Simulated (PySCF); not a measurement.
CH₇GaO, singlet (CAM-B3LYP/def2-SVP optimised geometry):

```
10

Ga    -0.704    -0.669     0.000
H     -1.482    -0.943    -1.351
H     -1.485    -0.942     1.349
C      1.269    -0.669     0.000
H      1.679    -0.181     0.897
H      1.677    -0.163    -0.888
H      1.644    -1.705    -0.011
O     -1.140     1.473     0.000
H     -1.679     1.702     0.771
H     -1.668     1.705    -0.777
```

Level of theory: CAM-B3LYP/def2-TZVP (PySCF).

Task: What are the frontier orbital energies and the dipole moment?

Result: HOMO-2 -11.62 eV, HOMO-1 -8.97 eV, HOMO -8.66 eV, LUMO 0.34 eV, LUMO+1 2.04 eV; dipole moment 3.71 D.

On the same geometry PBE/def2-TZVP in PySCF gives HOMO-2 -8.55 eV, HOMO-1 -6.30 eV, HOMO -6.07 eV, LUMO -1.33 eV, LUMO+1 0.49 eV; dipole moment 3.65 D.

Meta-Löwdin charges at CAM-B3LYP/def2-TZVP: Ga1 0.29, H2 -0.12, H3 -0.12, C4 -0.57, H5 0.11, H6 0.11, H7 0.12, O8 -0.56, H9 0.37, H10 0.37.
